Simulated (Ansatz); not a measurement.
Gas-phase electronic energies from Ansatz, PBE0-D4/def2-TZVP geometries. CCSD(T)/CBS is the MP2 limit (def2-TZVPP, def2-QZVPP) plus CCSD(T) − MP2 in def2-TZVPP, frozen cores. This one scheme is used for every species. Functionals use def2-TZVPP. B3LYP here is the variant with VWN-RPA as its local correlation; programs differ in this. One conformer a species, not always the lowest.

Reaction (silylene formation by 1,1-elimination): `O[Si@H](F)N[Si@H](O)Cl` → `N[SiH](O)Cl` + `O[Si]F`

```csv
level,ΔE (eV)
B3LYP-D4,2.24
MP2/CBS(def2),2.48
```

Task: What does CCSD(T)/CBS give? (Estimate.)

Result: The calculation gave: +2.35 eV. The listed levels differ from it by -0.11, 0.13 eV.

Largest T1 diagnostic among the species: 0.015.

The D4 term adds +0.22 eV with B3LYP and +0.12 eV with PBE0; it sums over pairs of atoms, weighted by their polarisabilities, and B3LYP, whose exchange is more repulsive, gets the larger term. From PBE to PBE0 (25 % exact exchange), in def2-TZVPP and without D4, ΔE moves by +0.23 eV.
